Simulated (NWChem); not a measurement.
BAsH₄O₂; SMILES [AsH2]B(O)O

```xyz
8

B     -0.0077     1.0255     0.0053
As    -0.0105    -1.0334    -0.0483
H     -0.9160    -1.1629     1.1665
H      1.2635    -1.1834     0.7800
O     -1.2140     1.6373    -0.0206
H     -1.1234     2.5987    -0.0470
O      1.1173     1.7919    -0.0238
H      1.9350     1.2895     0.0222
```
Atoms are numbered in this order, from 1.

All runs: NWChem. Coordinates come from a PBE0/def2-SVP optimisation. Vertical excitations in the gas phase; the lowest state need not have the same character in each row.

Among these, which level gives the highest value of “lowest excitation, singlet (eV)”?
(A) PBE/def2-SVP, full TDDFT
(B) B3LYP/def2-SVP, full TDDFT
(C) LDA (Slater exchange, VWN5)/def2-SVP, full TDDFT
(D) LRC-wPBEh/def2-SVP, full TDDFT

D, LRC-wPBEh/def2-SVP, full TDDFT. Values: LDA (Slater exchange, VWN5)/def2-SVP, full TDDFT 5.93; PBE/def2-SVP, full TDDFT 5.99; B3LYP/def2-SVP, full TDDFT 6.31; LRC-wPBEh/def2-SVP, full TDDFT 6.62
